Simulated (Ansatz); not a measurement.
`O[SiH2][SiH2]CF` → `[CH2]` (triplet) + `O[SiH2][SiH2]F`  (formal loss of a carbene)

Computed with Ansatz on PBE0-D4/def2-TZVP structures; ΔE is electronic, products minus reactants. CCSD(T)/CBS is the MP2 limit (def2-TZVPP, def2-QZVPP) plus CCSD(T) − MP2 in def2-TZVPP, frozen cores. This one scheme is used for every species. Functionals use def2-TZVPP. Triplets are unrestricted, without spin–orbit coupling. Each species was taken in one conformer, which may not be the lowest.

```csv
level,ΔE (kJ/mol)
ωB97X-V,256.9
CCSD(T)/def2-TZVPP,228.9
```

**Question.** What does CCSD(T)/CBS give? (Estimate.)

**Answer.** Computed: +236.5 kJ/mol. The listed levels differ from it by 20.4, -7.6 kJ/mol.

Largest T1 diagnostic among the species: 0.012.

In def2-TZVPP, CCSD(T) changes the Hartree–Fock value by +144.4 kJ/mol (the triples alone add +13.4 kJ/mol) and MP2 by +146.4 kJ/mol. The D4 term adds +10.2 kJ/mol with B3LYP and +5.6 kJ/mol with PBE0; it sums over pairs of atoms, weighted by their polarisabilities, and B3LYP, whose exchange is more repulsive, gets the larger term. From PBE to PBE0 (25 % exact exchange), in def2-TZVPP and without D4, ΔE moves by −15.8 kJ/mol.

B3LYP here is the variant with VWN-RPA as its local correlation; programs differ in this.
